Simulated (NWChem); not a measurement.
System: BH2SeOCl; SMILES OB(Cl)[SeH]

NWChem input:

```
start job
memory heap 200 mb stack 900 mb global 1100 mb
geometry units angstroms noautosym nocenter noautoz
  B      0.475998     0.564188     0.000000
  Cl    -0.653954     1.932323     0.000000
  O      1.805742     0.764525     0.000000
  H      2.049501     1.697921     0.000000
  Se    -0.264203    -1.230951     0.000000
  H      1.057224    -1.877376     0.000000
end
basis spherical
  * library sto-3g
end
dft
  xc hfexch
  iterations 150
end
property
  shielding
end
task dft property
```

STO-3G and 3-21G are far too small for this property and stand as cheap habits. Coordinates come from a PBE0/def2-SVP optimisation.

GIAO values for the isolated, static molecule; σ is the absolute isotropic shielding, δ = σ(reference) − σ with the isolated reference molecule computed at the same levels (11B: boron trifluoride, 1H: tetramethylsilane, 17O: water). Spin-orbit effects, on the heavy nuclei and on their neighbours, are missing.

Atoms are numbered as in the input.

Problem. What results follow from this input? (Hartree-Fock/STO-3G, GIAO.) Quantities: δ B1 (ppm); σ Cl2 (ppm); δ O3 (ppm); δ H4 (ppm); σ Se5 (ppm); δ H6 (ppm).

Solution. 
```yaml
"δ B1 (ppm)": 40.6
"σ Cl2 (ppm)": 1061.8
"δ O3 (ppm)": 79.8
"δ H4 (ppm)": 4.78
"σ Se5 (ppm)": 2696.3
"δ H6 (ppm)": 0.80
```
